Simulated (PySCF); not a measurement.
A structure optimised at r2SCAN-D4/def2-SVP, used in a PySCF frequency run:

```
N
H 1 1.0146
B 1 1.4129 2 116.72
F 3 1.3423 1 117.64 2 0.14
O 3 1.3633 4 116.45 1 -179.99
H 5 0.9626 3 113.78 4 -179.86
C 1 1.4410 2 115.04 3 -179.89
H 7 1.1016 1 110.25 2 -179.42
H 7 1.1052 8 106.61 6 -123.61
H 7 1.1053 8 106.65 9 -114.81
```
Charge 0, spin multiplicity 1.

### Question
Write its SMILES and formula.

### Answer
CNB(O)F, CH₅BFNO

### Question
What are its rotational constants (standard atomic weights)?

### Answer
9.1194, 3.6416, 2.6461 GHz
